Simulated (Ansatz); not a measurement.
Program: Ansatz. Geometries: PBE0-D4/def2-TZVP. ΔE: electronic, gas phase. CCSD(T)/CBS adds triple-zeta CCSD(T) − MP2 to the extrapolated MP2 energy (def2 sets, frozen cores). Functionals use def2-TZVPP.

`ClC1BC1` + `FC(F)[SiH3]` → `FB1CC1Cl` + `FC[SiH3]`  (redistribution)

`ClC1BC1`:

Z-matrix (Å, degrees):
```
C
B 1 1.527
C 1 1.531 2 59.7
Cl 1 1.763 2 116.6 3 109.2
H 1 1.083 2 124.5 3 -102.9
H 2 1.182 1 147.9 3 -166.7
H 3 1.088 1 119.6 2 107.5
H 3 1.086 1 114.1 2 -114.9
```

`FC(F)[SiH3]`:

```xyz
8

F     0.252   -1.140    1.509
C     0.709   -0.220    0.608
F     1.726   -0.806   -0.091
Si   -0.704    0.292   -0.587
H     1.144    0.607    1.181
H    -1.786    0.910    0.218
H    -1.187   -0.922   -1.285
H    -0.156    1.278   -1.551
```

`FB1CC1Cl`:

Cartesian coordinates in Å:
```
F -0.265 -0.576 2.230
B -0.154 -0.363 0.949
C 0.684 -0.456 -0.307
C -0.633 0.401 -0.273
Cl -0.498 2.154 -0.329
H 0.655 -1.287 -1.006
H 1.628 0.084 -0.333
H -1.417 0.043 -0.930
```

`FC[SiH3]`:

Z-matrix (Å, degrees):
```
C
Si 1 1.895
F 1 1.391 2 110.4
H 1 1.095 2 111.2 3 120.0
H 1 1.095 2 111.2 3 -120.0
H 2 1.484 1 110.0 3 60.5
H 2 1.484 1 110.0 3 -60.5
H 2 1.488 1 107.8 3 180.0
```

CCSD(T)/CBS gives -1.89 eV.

Problem. Another level gave -1.89 eV. Which?
A. revPBE-D4/def2-TZVPP
B. MP2/def2-TZVPP
C. BLYP/def2-TZVPP
D. B2PLYP/def2-TZVPP

Solution. D. B2PLYP -1.89, BLYP -1.85, revPBE-D4 -1.80, MP2/def2-TZVPP -1.94 eV.

Problem. What do rigid-rotor, harmonic-oscillator terms from PBE0-D4/def2-TZVP frequencies (298.15 K, 1 bar) make of the CCSD(T)/CBS value? (Estimate.)

Solution. The calculation gave: ΔZPE = +0.07 eV, ΔH = -1.82 eV, ΔS = 1 J/(mol·K), ΔG = -1.82 eV.

Largest T1 diagnostic among the species: 0.012.

In def2-TZVPP, CCSD(T) changes the Hartree–Fock value by −0.04 eV (the triples alone add +0.00 eV) and MP2 by −0.10 eV. At CCSD(T), def2-SVP lies −0.04 eV from the extrapolated value and def2-TZVPP +0.00 eV. Leaving LDA and LC-ωPBE aside and taking each functional with its dispersion term where it has one, the values, not all of them listed here, spread over 0.13 eV, from B97M-V to ωB97X-V.
